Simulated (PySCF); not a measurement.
HTe, SMILES [TeH], multiplicity 2.

Geometry: PBE0-D3(BJ)/def2-TZVPD. The def2 effective core potentials stand for the cores of Te; spin–orbit coupling is left out.

Computed with PBE0-D3(BJ)/def2-TZVPD (PySCF).

Frequencies are harmonic and unscaled.

```csv
mode,ν (cm⁻¹),IR (km/mol),moving atoms (share of kinetic energy)
1,2156,36.9,H 99 %
```
